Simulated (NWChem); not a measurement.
Species: CH2FNOSi; SMILES [SiH2](OC#N)F

```xyz
7

N      0.4425    -2.5702    -0.4131
C      0.0325    -1.5864     0.0580
O     -0.4460    -0.5198     0.6161
Si    -0.4359     1.0238    -0.0937
F      1.0113     1.6729     0.1118
H     -1.4387     1.7671     0.6841
H     -0.7092     0.8660    -1.5338
```
Atoms are numbered in this order, from 1.

Results from NWChem. Pople sets run with spherical d functions. All runs use the structure optimised with B3LYP/6-31G* (spherical d). Level: PBE0/6-31G* with SMD (1 M gas to 1 M solution), gas-phase geometry. Reactions with the solvent are ignored.

```
solvent        dielectric constant  solvation free energy (kcal/mol)  cavity-dispersion-structure term (kcal/mol)  dipole in solution (D)
-------------  -------------------  --------------------------------  -------------------------------------------  ----------------------
water                         78.4                              -1.0                                          5.7                    5.30
ethanol                       24.9                              -3.0                                          3.5                    5.27
diethyl ether                 4.24                              -3.3                                          1.4                    5.04
chlorobenzene                 5.70                              -3.1                                          2.0                    5.11
chloroform                    4.71                              -2.8                                          2.2                    5.07
```
